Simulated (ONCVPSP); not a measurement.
Before and after: ONCV potential for phosphorus (P)

phosphorus (P), optimised norm-conserving Vanderbilt (ONCV), made with ONCVPSP 4.0.1 (PBEsol, scalar-relativistic). Core [Ne], reference 3s1 3p4. Waves: 3s: rc 1.35 bohr, ncon 5, nbas 8, qcut 5.7 1/bohr, 2 projectors, debl 0.9 Ha; 3p: rc 1.85 bohr, ncon 4, nbas 8, qcut 4 1/bohr, 2 projectors, debl 1.9 Ha. Local part: polynomial inside 0.85 bohr (lpopt 5, dvloc0 2 Ha). Core correction: polynomial model core, fcfact 0.15.

Change: s: rc 1.88.

Cutoffs: the cutoffs (Ha) at which the residual kinetic energy of the hardest occupied pseudo-wave falls to 1 and 0.1 mHa per electron; they do not see the model core or the augmentation charge, which bear on the density cutoff. Errors are all-electron minus pseudo energies relative to the spin-unpolarised reference configuration.

Problem. What does the change do?

Solution. The potential gets softer (66 Ha and 88 Ha → 11 Ha and 14 Ha); the bound ghost in s disappears; of the 4 tests that both files solve, the error grows in 2 and shrinks in 1 by more than 15 % and 0.3 meV (median size 3.4 → 3.4 meV). A larger radius leaves more room for a smooth pseudo-wave, so fewer plane waves are needed.

```csv
quantity,base,changed
"cutoff, loose",66 Ha,11 Ha
"cutoff, tight",88 Ha,14 Ha
loose cutoff by channel,"s 66 Ha, p 4.5 Ha","s 11 Ha, p 4.5 Ha"
bound ghosts,s,none
GHOST(+) flags under 300 eV,none,s at 86.9 eV
"error for 3s2 3p3, meV [ΔE -8.51 eV]",-0.3,+2.4
"error for 3s2 3p2, meV [ΔE 1.19 eV]",-0.3,+1.2
"error for 3s2 3p1, meV [ΔE 20.30 eV]",+6.5,+4.4
"error for 3s1 3p0, meV [ΔE 101.92 eV]",+87,+89
p: phases at 1.88 bohr within 0.05 rad from the reference energy up to (Ha; the scan ends near 5),3.5,3.5
"rms error of d²Exc/dni dnj with the model core, mHa",0.14,0.40
```

 A true bound ghost makes a file unfit for plane-wave use even where its test errors are small: the radial tests pick states by their node count and pass the ghost by.
